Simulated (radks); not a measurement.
Values are calculated unless marked as measured or tabulated.
Charge is removed step by step from the 1s1/2 level of neutral oxygen, starting from [He] 2s2 2p4. Code: a radial shooting solver on a logarithmic mesh with Libxc functionals. Model: Dirac Kohn-Sham, LDA (Slater exchange, Perdew-Wang correlation), spin-unpolarised, spherical densities, finite nucleus; open shells fill j = l - 1/2 first; Fermi nuclear charge, rms radius 2.6991 fm.

removed (e)  E - E(0) (eV)  eigenvalue (eV)  E minus straight line (eV)
0                    0.000          -510.84                       0.000
0.125               64.463          -520.58                      -4.372
0.25                130.15          -530.45                      -7.519
0.375               197.08          -540.41                      -9.426
0.5                 265.26          -550.47                     -10.082
0.625               334.70          -560.60                      -9.475
0.75                405.41          -570.81                      -7.597
0.875               477.40          -581.06                      -4.441
1                   550.68          -591.35                       0.000

Removing the whole electron costs 550.68 eV by Delta-SCF, against 510.84 eV from minus the eigenvalue at the starting occupation. Slater's transition state (half an electron removed) gives 550.47 eV. Integrating minus the eigenvalue over the occupation (Janak's theorem) gives 550.68 eV. The mean slope of the eigenvalue, de/dn, is 80.5 eV per electron.
